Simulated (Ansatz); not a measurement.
Basis sets compared for Ge5PH12⁺, a doped cluster cut from the lattice of germanium (P on a surface site). The state is a singlet with charge 1. Geometry PBE0-D4/def2-SVP. Ansatz on 4 threads of Arm Neoverse V2 on a shared host; times are rough, and most runs start from earlier orbitals.

Cartesian coordinates in Å:
```
Ge 1.123 1.511 1.365
Ge -2.208 0.594 -0.527
Ge 0.369 -2.283 0.247
P 1.958 -0.553 0.555
Ge -1.194 -1.427 -1.415
Ge -0.459 2.269 -0.325
H 2.410 2.321 1.573
H 0.518 1.054 2.700
H -3.303 1.093 -1.481
H -2.781 0.297 0.868
H 1.257 -3.475 -0.134
H -0.172 -2.413 1.679
H 2.616 -0.321 -0.677
H 3.022 -1.006 1.374
H -0.352 -1.145 -2.670
H -2.195 -2.563 -1.669
H 0.354 2.411 -1.622
H -0.964 3.635 0.160
```

```json
{"level": "PBE-D4/def2-SVP", "functions": "238", "energy (Eh)": "-10730.2488", "HOMO (eV)": "-10.54", "LUMO (eV)": "-5.68", "wall time": "5.5 s"}
{"level": "PBE0-D4/def2-SVP", "functions": "238", "energy (Eh)": "-10730.5702", "HOMO (eV)": "-11.56", "LUMO (eV)": "-4.89", "wall time": "12 s"}
```

**Question.** Estimate the rows for PBE-D4/def2-TZVP (with forces), PBE0-D4/def2-TZVP.

**Answer.** 
```csv
level,functions,energy (Eh),HOMO (eV),LUMO (eV),wall time
PBE-D4/def2-TZVP (with forces),349,-10731.6817,-10.54,-5.74,12 s
PBE0-D4/def2-TZVP,349,-10731.9965,-11.53,-4.94,26 s
```
